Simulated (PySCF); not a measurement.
## Vertical excitation energies

Compound: C6H7F3.
Numbering: `[F:1][CH2:2][C@@H:3]([F:4])[C:5]1=[CH:6][CH2:7][C@H:8]1[F:9]` (hydrogens: H10, H11 on C2; H12 on C3; H13 on C6; H14, H15 on C7; H16 on C8)

Structure used (GFN2-xTB), in Å, numbered top down from 1:
```xyz
16
C6H7F3 angstrom
F      2.8974    0.8843   -1.5091
C      1.9781    0.7651   -0.5018
C      1.1611   -0.5203   -0.6657
F      1.8664   -1.5878   -0.1494
C     -0.1523   -0.4180    0.0265
C     -0.7232   -0.9840    1.0908
C     -2.0027   -0.1980    0.9761
C     -1.3682    0.4174   -0.2970
F     -1.1864    1.7776   -0.2556
H      1.3282    1.6431   -0.5539
H      2.5276    0.7437    0.4437
H      1.0257   -0.7270   -1.7375
H     -0.4124   -1.7427    1.7827
H     -2.1623    0.5320    1.7667
H     -2.9128   -0.7721    0.8139
H     -1.8716    0.1955   -1.2420
```

Computed with TDDFT wB97X-D/def2-SVPD, vertical, gas phase, core orbitals frozen in the response in PySCF.

Question: What does the calculation give for the low-lying excited states?

Answer: 

```
state  E (eV)  λ (nm)  ν̃ (cm⁻¹)       f  main configurations (H = HOMO, L = LUMO)
   S1    6.95   178.5      56030   0.253                                 H→L (94%)
   S2    7.26   170.7      58570  0.0033                   H-1→L (86%), H-2→L (8%)
   S3    7.65   162.0      61720   0.021                               H-2→L (84%)
   S4    7.90   157.0      63680  0.0069                               H→L+1 (82%)
   S5    8.44   146.9      68050   0.052                  H→L+2 (61%), H→L+3 (20%)
   S6    8.56   144.8      69050  0.0023     H-5→L (58%), H-6→L (15%), H-4→L (10%)
   S7    8.61   144.1      69400  0.0075     H→L+3 (52%), H→L+4 (21%), H→L+2 (14%)
   S8    8.93   138.9      71990  0.0054                  H-3→L (66%), H-5→L (13%)
```

Triplets (Tamm–Dancoff): T1 4.41 eV, H→L (91%); T2 6.89 eV, H-1→L (75%), H-2→L (18%); T3 7.41 eV, H-2→L (73%), H-1→L (17%).

The lowest singlet comes at 178 nm (670 kJ/mol) in the vacuum ultraviolet; it is strong; its leading configuration is HOMO→LUMO (94%). The lowest level is also the most intense of those listed (f = 0.253). Löwdin shares by element: HOMO carbon 76% or more (atoms not listed hold the other 24%); LUMO carbon 68% or more, hydrogen 6% or more (atoms not listed hold the other 26%). Orbital energies (eV): HOMO-3 -11.86, HOMO-2 -11.48, HOMO-1 -11.15, HOMO -9.78, LUMO 1.28, LUMO+1 2.41, LUMO+2 2.72. Of the 8 states listed, 3 reach f = 0.01 and none stays under 0.0005. The listed states span 1.98 eV, and the widest gap between neighbours is 0.54 eV (S4 to S5). The window holds the lowest 8 singlets.

One conformer stands for the species.
